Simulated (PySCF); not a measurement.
Compound: (OH)2Al-O-SiH3.
Geometry (PBE0-D3(BJ)/def2-SVP, Å), atoms numbered from 1 in this order:
```
atom  x, y, z in Å
Al1    0.6193   -0.5598    0.9351
O2     0.1461   -1.9531    1.7760
O3     2.0611    0.2185    1.3563
O4    -0.3180    0.0715   -0.3192
Si5   -0.9417    0.9627   -1.5512
H6    -0.6509   -2.4502    1.5876
H7     2.6476   -0.0877    2.0491
H8    -2.0915    0.2337   -2.1699
H9    -1.4339    2.2826   -1.0502
H10    0.0866    1.2050   -2.6093
```

The closed-shell ground state was solved at several levels (PySCF, density fitting, gas phase, non-relativistic).

```tsv
level	basis functions	HOMO (eV)	LUMO (eV)	gap (eV)	dipole (D)
PBE0/pcSseg-1 (pcSseg-2 on Al)	143	-8.68	-0.44	8.24	1.25
PBE/pcSseg-1 (pcSseg-2 on Al)	143	-7.18	-1.35	5.83	1.27
B3LYP/pcSseg-1 (pcSseg-2 on Al)	143	-8.44	-0.75	7.69	1.26
```

(1) Estimate the row for CAM-B3LYP/def2-SVPD, a basis of 157 functions; the other rows only guide the guess.

(2) Over all these levels, which gives the widest orbital gap and which the narrowest?

(3) In the pcSseg-1 (pcSseg-2 on Al) basis, how does the gap go with the fixed share of exact exchange?

(4) How far do the dipole and the HOMO energy spread over the levels?

Results:

(1) HOMO -10.17 eV, LUMO -0.27 eV, gap 9.90 eV, dipole 1.15 D.

(2) CAM-B3LYP/def2-SVPD (range-separated hybrid) has the widest, 9.90 eV, and PBE/pcSseg-1 (pcSseg-2 on Al) (GGA) the narrowest, 5.83 eV. Functional and basis both differ between the two, so the spread mixes both effects.

(3) PBE (0 %) 5.83 eV; B3LYP (20 %) 7.69 eV; PBE0 (25 %) 8.24 eV. Each rise in the share widens the gap here.

(4) The dipole runs from 1.15 to 1.27 D (mean 1.23 D) and the HOMO from -10.17 to -7.18 eV.

One conformer stands for the species.
